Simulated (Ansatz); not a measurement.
Cu₂S. Total charge 0; singlet. Geometry B3LYP-D4/def2-TZVP.

```tsv
atom	x (Å)	y (Å)	z (Å)
Cu1	-0.9726	1.0403	-0.1791
Cu2	0.1311	-1.3517	-0.4645
S3	0.8414	0.3114	0.6437
```

The structure comes from a short search, and lower isomers may exist.

**Question.** Estimate the orbital energies around the gap (eV) in Ansatz with PBE-D4/def2-TZVPD, r2SCAN-D4/def2-TZVP, PBE0-D4/def2-SVP, PBE0-D4/def2-TZVP, r2SCAN0-D4/def2-TZVP.

**Answer.** 
```tsv
orbital	PBE-D4/def2-TZVPD	r2SCAN-D4/def2-TZVP	PBE0-D4/def2-SVP	PBE0-D4/def2-TZVP	r2SCAN0-D4/def2-TZVP
HOMO−9	-6.81	-6.82	-7.81	-8.50	-8.62
HOMO−8	-6.35	-6.37	-7.51	-8.21	-8.34
HOMO−7	-6.34	-6.36	-7.45	-8.21	-8.34
HOMO−6	-6.33	-6.35	-7.40	-8.16	-8.29
HOMO−5	-6.33	-6.32	-7.33	-8.02	-8.13
HOMO−4	-6.06	-6.09	-7.22	-7.93	-8.06
HOMO−3	-6.06	-6.08	-7.20	-7.93	-8.06
HOMO−2	-5.95	-5.91	-6.41	-6.92	-6.98
HOMO−1	-5.34	-5.29	-5.78	-6.30	-6.37
HOMO	-4.86	-4.78	-5.22	-5.69	-5.76
LUMO	-3.50	-3.13	-2.02	-2.42	-2.27
LUMO+1	-2.96	-2.57	-1.41	-1.86	-1.67
LUMO+2	-1.15	-0.03	1.52	0.75	0.90
LUMO+3	-0.67	1.14	2.42	1.89	2.07
LUMO+4	0.09	1.49	2.59	2.10	2.31
LUMO+5	0.52	2.28	2.74	2.57	2.87
```
